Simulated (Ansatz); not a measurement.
Cost and result for the atomization energy of H₆InNSi (9 atoms, 7 bonds).

| atom | x (Å) | y (Å) | z (Å) |
| --- | --- | --- | --- |
| N1 | -0.2651 | -1.6853 | 0.4300 |
| In2 | 1.7332 | -2.0492 | 0.9119 |
| Si3 | 0.0392 | 1.4143 | -0.3986 |
| H4 | -0.9913 | -1.4908 | 1.1075 |
| H5 | -0.7074 | -1.9739 | -0.4333 |
| H6 | 1.0445 | 1.2053 | 0.6753 |
| H7 | -1.3289 | 1.1335 | 0.0954 |
| H8 | 0.3705 | 0.5957 | -1.5896 |
| H9 | 0.1054 | 2.8504 | -0.7986 |

The species carries charge 0 and has multiplicity 1. Correlated methods include outer-core shells of In, which these sets cover unevenly. In takes the def2 core potential. The bonds changed during the relaxation, so this is another structure than the one it started from. Geometry: relaxed with PBE0-D4/def2-TZVP. It is one conformer, not always the lowest. Program: Ansatz. All runs use 2 threads of an Arm Neoverse V1 on a shared host. Times are those of one run each, without the atoms' runs, and a repeat can differ threefold. Electronic energies, without spin–orbit coupling; frozen cores. CCSD(T)/CBS adds CCSD(T) − MP2 in def2-TZVPP to the MP2 limit, and its time is that of the two runs behind it. T1 = 0.016. With those shells the extrapolation isn't a true limit. HSE06 is the plane-wave form, built on full-range PBE exchange.

CCSD(T)/CBS is a level of theory with its own doubt, some kJ/mol a heavy atom from the limit and from the frozen cores, so smaller differences don't rank the functionals.

```csv
level,functions,wall time
LDA (SPW92)/def2-TZVPP,207,1.7 s
BLYP-D4/def2-TZVPP,207,2.7 s
PBE-D4/def2-TZVPP (with forces),207,3.5 s
CCSD(T)/def2-SVP,88,4.1 s
CAM-B3LYP-D4/def2-TZVPP,207,4.5 s
HSE06-D4/def2-TZVPP,207,4.6 s
r2SCAN-D4/def2-TZVPP (with forces),207,6.5 s
B2PLYP/def2-TZVPP,207,7 s
PBE-QIDH/def2-TZVPP,207,7.5 s
B97M-V/def2-TZVPP,207,13 s
MP2/def2-QZVPP,389,27 s
CCSD(T)/def2-TZVPP,207,110 s
CCSD(T)/CBS(def2),–,2.3 min
```

Q: What atomization energy does each give, and how far from CCSD(T)/CBS? (An estimate is asked.)

A: Computed: 
| level | atomization (kJ/mol) | difference from CCSD(T)/CBS | per bond |
| --- | --- | --- | --- |
| LDA (SPW92)/def2-TZVPP | 2736.7 | 264.5 | 37.8 |
| BLYP-D4/def2-TZVPP | 2466.8 | -5.4 | -0.8 |
| PBE-D4/def2-TZVPP (with forces) | 2448.8 | -23.4 | -3.3 |
| CCSD(T)/def2-SVP | 2273.8 | -198.4 | -28.3 |
| CAM-B3LYP-D4/def2-TZVPP | 2474.9 | 2.7 | 0.4 |
| HSE06-D4/def2-TZVPP | 2414.6 | -57.6 | -8.2 |
| r2SCAN-D4/def2-TZVPP (with forces) | 2435.2 | -37.0 | -5.3 |
| B2PLYP/def2-TZVPP | 2427.8 | -44.4 | -6.3 |
| PBE-QIDH/def2-TZVPP | 2396.7 | -75.5 | -10.8 |
| B97M-V/def2-TZVPP | 2461.4 | -10.8 | -1.5 |
| MP2/def2-QZVPP | 2419.9 | -52.3 | -7.5 |
| CCSD(T)/def2-TZVPP | 2396.1 | -76.1 | -10.9 |
| CCSD(T)/CBS(def2) | 2472.2 | 0.0 | 0.0 |

From r2SCAN to r2SCAN0 (25 % exact exchange), in def2-TZVPP and without D4, the atomization energy moves by −32.8 kJ/mol: exact exchange takes away binding that semilocal exchange gives to molecules. At CCSD(T), def2-SVP lies −198.3 kJ/mol from the extrapolated value and def2-TZVPP −76.1 kJ/mol: correlation converges slowly with the basis, and small sets miss more of it in the bonded molecule than in its fragments. In def2-TZVPP, CCSD(T) changes the Hartree–Fock value by +660.4 kJ/mol (the triples alone add +28.4 kJ/mol) and MP2 by +638.7 kJ/mol; breaking electron pairs costs correlation energy, which Hartree–Fock lacks.

Spin–orbit coupling would lower the free In atoms strongly, and the atomization energy with them, by more than many differences here.
